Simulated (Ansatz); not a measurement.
Reactions of `C[SiH2]N[SiH](O)O`.

Calculated with Ansatz (gas phase, PBE0-D4/def2-TZVP geometries, no zero-point term in ΔE). CCSD(T)/CBS is the MP2 limit (def2-TZVPP, def2-QZVPP) plus CCSD(T) − MP2 in def2-TZVPP, frozen cores. This one scheme is used for every species. Functionals use def2-TZVPP. def2 core potentials past Kr. For Ge, In, Sb outer-core shells are correlated without core-valence functions, which leaves a few kJ/mol of doubt a bond. Scalar relativity is left out up to krypton. Each species was taken in one conformer, which may not be the lowest.

```tsv
reaction	PBE0-D4 (eV)	CCSD/CBS(def2) (eV)	r2SCAN-D4 (eV)	B2PLYP (eV)
`C[SiH2]N[SiH](O)O` + `C[SiH](O)O` → `C[SiH](O)O[SiH](O)O` + `C[SiH2]N`	-0.59	-0.63	-0.64	-0.63
`C[SiH2]N[SiH](O)O` + `[NH2][GeH2][OH]` → `[OH][GeH2][NH][SiH](O)O` + `C[SiH2]N`	-0.18	-0.16	-0.19	-0.18
`C[SiH2]N[SiH](O)O` + `[CH3][In]([NH2])[Cl]` → `O[SiH](O)N[SiH2]Cl` + `[CH3][In]([CH3])[NH2]`	0.46	0.46	0.47	0.46
`C[SiH2]N[SiH](O)O` + `[SH][SbH2]` → `C[SiH2][S][SbH2]` + `N[SiH](O)O`	-0.14	-0.07	-0.10	-0.06
`C[SiH2]N[SiH](O)O` + `O[Si](O)(F)F` → `O[SiH](O)O[Si](O)(F)F` + `C[SiH2]N`	-0.60	-0.64	-0.64	-0.65
`C[SiH2]N[SiH](O)O` + `O[SiH](F)S[SiH2]Cl` → `O[SiH](O)S[SiH](O)F` + `C[SiH2]N[SiH2]Cl`	-0.10	-0.05	-0.10	-0.08
```

Question: Give the CCSD(T)/CBS values in the same order. (Estimate.)

Answer: Computed: -0.62, -0.18, 0.43, -0.10, -0.62, -0.07 eV.

Largest T1 diagnostic: 0.013, for `[SH][SbH2]`.
